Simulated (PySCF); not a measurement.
Diagnose this run.

A geometry optimisation on [Cl5NW]3- (charge -3 and doublet state). Computed with PySCF 2.14.0, PBE0-D3(BJ)/def2-SVP geometry optimisation, gas phase, def2 core potentials past Kr.

Driver input (Å, GFN2-xTB start):

```
{"job": {"xc": "PBE0", "basis": "def2-SVP", "d3": "d3bj", "grid": 1, "maxiter": 40, "kind": "geom"}, "charge": -3, "multiplicity": 2}
W     -0.0031    -0.0007     0.2907
N     -0.0285    -0.0020     2.0522
Cl     0.0240     0.0162    -2.3871
Cl     2.5237    -0.0021     0.0349
Cl    -2.5250    -0.0134    -0.0241
Cl    -0.0027     2.5271     0.0241
Cl     0.0117    -2.5250     0.0094
```

Output:

```
step   0  E = -2421.31957617  max force = 0.068227
step   1  E = -2421.32427718  max force = 0.053109
step   2  E = -2421.32701568  max force = 0.007530
step   3  E = -2421.32710118  max force = 0.013931
step   4  E = -2421.32753955  max force = 0.003838
step   5  E = -2421.32772800  max force = 0.001894
step   6  E = -2421.32790925  max force = 0.001332
step   7  E = -2421.32801326  max force = 0.000934
step   8  E = -2421.32861196  max force = 0.002416
step   9  E = -2421.32879110  max force = 0.002929
step  10  E = -2421.32962548  max force = 0.007123
step  11  E = -2421.32810538  max force = 0.009793
step  12  E = -2421.32961933  max force = 0.005685
step  13  E = -2421.32998140  max force = 0.005207
step  14  E = -2421.33031273  max force = 0.005354
step  15  E = -2421.33078710  max force = 0.006305
step  16  E = -2421.33144896  max force = 0.007113
step  17  E = -2421.33334874  max force = 0.007679
step  18  E = -2421.33605102  max force = 0.008374
step  19  E = -2421.33988939  max force = 0.008775
step  20  E = -2421.34542092  max force = 0.008983
step  21  E = -2421.35377189  max force = 0.011139
step  22  E = -2421.34488832  max force = 0.024504
step  23  E = -2421.35451273  max force = 0.016230
step  24  E = -2421.35653051  max force = 0.014202
step  25  E = -2421.35838976  max force = 0.010128
step  26  E = -2421.36148858  max force = 0.010676
step  27  E = -2421.36676948  max force = 0.015079
step  28  E = -2421.38184804  max force = 0.011965
step  29  E = -2421.39738511  max force = 0.008309
step  30  E = -2421.40991318  max force = 0.008033
step  31  E = -2421.42091927  max force = 0.005969
step  32  E = -2421.42991675  max force = 0.007050
step  33  E = -2421.43747339  max force = 0.004388
step  34  E = -2421.44404085  max force = 0.005384
step  35  E = -2421.44983524  max force = 0.003327
step  36  E = -2421.45494270  max force = 0.003364
step  37  E = -2421.45946661  max force = 0.002615
step  38  E = -2421.46343026  max force = 0.002356
step  39  E = -2421.46697453  max force = 0.002141
step  40  E = -2421.47019442  max force = 0.002315
optimisation not converged
```

Energies are in Eh and forces in Eh/bohr.

Question: Which diagnosis fits best?
A. step limit reached while the energy was still falling
B. step limit reached with the energy nearly constant
C. step limit reached with the energy going up and down

Answer: A. After 41 gradient evaluations the largest force component was 0.00231 Eh/bohr against a threshold of 0.00045, and over the last 5 steps the energy changed by -12.776 kcal/mol in all, within a range of 12.776 kcal/mol, the last step by -2.021 kcal/mol. The energy rose in 2 of the 40 steps.

Q: How can it be mended?

A: Restart from the last geometry with more steps, and check at the end whether the bonding still matches the drawn structure.

For an open-shell metal species like this, the optimisation's SCF solution wasn't tested for stability and no frequencies at its level were run, so a lower state or another shape may exist.
